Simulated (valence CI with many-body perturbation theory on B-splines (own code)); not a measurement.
## Energy levels of Ba⁷⁺

Computed by relativistic CI+MBPT: three valence electrons over a frozen Dirac-Fock core [Kr] 4d10, radial functions for each j: 8 s, 8 p, 9 d, 9 f, 6 g, 3 h, 2 i, with the one-electron correlation potential Σ1 (screened to all orders), the two-electron term Σ2, the three-electron term Σ3, Breit, model QED; selected single and double excitations, second order for the rest, scaled by the run's own slope (own B-spline code, finite nucleus).

Against 58 measured levels this calculation errs by 850 cm⁻¹ on average and by 3081 at most. These come from a selection out of Sansonetti and Curry, J. Phys. Chem. Ref. Data 39, 043103 (2010). Levels without a partner in it may be off by more, other configurations by several thousand cm⁻¹. 3 measured levels below the end of the list, from 249919 cm⁻¹ on, found no clear computed partner, and computed levels of the same name lie up to 9005 cm⁻¹ from them.

Levels 1 to 45 of 75, with energies above the lowest level, 5s²5p ²P°_1/2. "Leading %" is the weight of the configuration and term that name the level; weights of strongly mixed levels are sums over their largest components and can fall short. In the jj column 3d3/2^4 stands for four electrons in 3d with j = 3/2. Lifetimes count E1, E2, E3, M1 and M2 decay at the calculated energies, and are blank where another channel may lead or the interval is too uncertain; long ones can be off by a factor of two.

```
No.  Configuration  Term     J  E (cm⁻¹)  Leading %       g              Leading jj  Lifetime
  1          5s²5p   ²P°   1/2         0         98   0.665       5s^2 5p1/2 (98 %)          
  2          5s²5p   ²P°   3/2     23599         98   1.334       5s^2 5p3/2 (98 %)   8.36 ms
  3          5s5p²    ⁴P   1/2    115680         91   2.600       5s 5p1/2^2 (70 %)   6.48 ns
  4          5s5p²    ⁴P   3/2    128310         98   1.719   5s 5p1/2 5p3/2 (95 %)   44.4 ns
  5          5s5p²    ⁴P   5/2    137520         81   1.527   5s 5p1/2 5p3/2 (74 %)   7.20 ns
  6          4f5s²   ²F°   5/2    137590         98   0.856       4f5/2 5s^2 (98 %)          
  7          4f5s²   ²F°   7/2    138890         98   1.143       4f7/2 5s^2 (98 %)    594 μs
  8          5s5p²    ²D   3/2    157680         85   0.843   5s 5p1/2 5p3/2 (78 %)    413 ps
  9          5s5p²    ²D   5/2    165670         74   1.274       5s 5p3/2^2 (72 %)   1.07 ns
 10          5s5p²    ²P   1/2    174950         65   1.149   5s 5p1/2 5p3/2 (63 %)   79.7 ps
 11          5s5p²    ²S   1/2    199220         64   1.589       5s 5p3/2^2 (84 %)    105 ps
 12          5s5p²    ²P   3/2    200720         90   1.302       5s 5p3/2^2 (74 %)   58.8 ps
 13          5s²5d    ²D   3/2    230930         82   0.796       5s^2 5d3/2 (82 %)   41.4 ps
 14          5s²5d    ²D   5/2    234600         83   1.198       5s^2 5d5/2 (83 %)   49.6 ps
 15         4f5s5p    ⁴G   5/2    244690         64   0.722   4f5/2 5s 5p1/2 (93 %)   2.43 ns
 16         4f5s5p    ⁴F   7/2    246580         48   1.147   4f7/2 5s 5p1/2 (68 %)   49.8 ns
 17         4f5s5p    ⁴F   3/2    250150         87   0.473   4f5/2 5s 5p1/2 (65 %)    698 ps
 18         4f5s5p    ⁴F   5/2    250660         48   1.013   4f7/2 5s 5p1/2 (51 %)   1.61 ns
 19         4f5s5p    ²F   7/2    250730         48   1.161   4f5/2 5s 5p1/2 (51 %)   5.64 ns
 20         4f5s5p    ⁴F   9/2    250990         54   1.256   4f7/2 5s 5p1/2 (77 %)   12.8 ns
 21         4f5s5p    ²F   5/2    257820         51   0.859   4f5/2 5s 5p1/2 (41 %)   2.10 ns
 22         4f5s5p    ²G   7/2    259790         31   1.073   4f7/2 5s 5p1/2 (61 %)   7.43 ns
 23         4f5s5p    ⁴G   9/2    266730         57   1.240   4f7/2 5s 5p3/2 (64 %)    237 ns
 24         4f5s5p    ⁴D   7/2    268470         37   1.230   4f5/2 5s 5p3/2 (62 %)   9.00 ns
 25         4f5s5p    ⁴G  11/2    269370        100   1.273  4f7/2 5s 5p3/2 (100 %)          
 26         4f5s5p    ⁴D   5/2    271480         70   1.268   4f5/2 5s 5p3/2 (73 %)   4.25 ns
 27         4f5s5p    ⁴D   3/2    273900         91   1.134   4f5/2 5s 5p3/2 (88 %)   10.8 ns
 28         4f5s5p    ²G   7/2    274270         48   1.068   4f7/2 5s 5p3/2 (69 %)   4.48 ns
 29         4f5s5p    ⁴D   1/2    275270        100  -0.003  4f5/2 5s 5p3/2 (100 %)   9.81 μs
 30         4f5s5p    ²D   5/2    281210         68   1.140   4f7/2 5s 5p3/2 (66 %)    705 ps
 31         4f5s5p    ²G   9/2    282770         95   1.116   4f5/2 5s 5p3/2 (63 %)    666 ns
 32            5p³   ⁴S°   3/2    288990         37   1.390    5p1/2^2 5p3/2 (84 %)    128 ps
 33         4f5s5p    ²D   3/2    289330         92   0.801   4f7/2 5s 5p3/2 (85 %)    620 ps
 34         4f5s5p    ²F   5/2    299710         87   0.886   4f5/2 5s 5p3/2 (84 %)    116 ps
 35         4f5s5p    ²F   7/2    300810         91   1.139   4f7/2 5s 5p3/2 (79 %)    113 ps
 36            5p³   ⁴S°   3/2    302360         51   1.418    5p1/2 5p3/2^2 (88 %)    108 ps
 37            5p³   ²D°   5/2    304160         79   1.199    5p1/2 5p3/2^2 (79 %)    336 ps
 38         4f5s5p    ²G   7/2    305770         94   0.894   4f5/2 5s 5p3/2 (77 %)    115 ps
 39         4f5s5p    ²G   9/2    305890         94   1.115   4f7/2 5s 5p3/2 (80 %)    111 ps
 40         4f5s5p    ²D   3/2    312460         92   0.795   4f5/2 5s 5p3/2 (76 %)   71.7 ps
 41         4f5s5p    ²D   5/2    314390         91   1.198   4f7/2 5s 5p3/2 (76 %)   71.1 ps
 42            5p³   ²P°   1/2    326170         87   0.665    5p1/2 5p3/2^2 (87 %)    129 ps
 43          5s²6s    ²S   1/2    327510         97   2.002          5s^2 6s (97 %)   29.4 ps
 44         5s5p5d   ⁴F°   3/2    329850         90   0.451   5s 5p1/2 5d3/2 (88 %)    615 ps
 45         5s5p5d   ⁴F°   5/2    334430         88   1.049   5s 5p1/2 5d3/2 (50 %)    429 ps
```

Names give the largest LS component (configuration and term), which can be under half, so a name can repeat, a term be missing and a line seem to break the LS rules; names also repeat where a configuration has a term twice.

The ionisation energy to 5s² ¹S0 of the next ion comes out as 101.3 eV (NIST: 101 ± 2.1 eV (theoretical)). All 75 levels together are meant to be complete up to 402330 cm⁻¹.
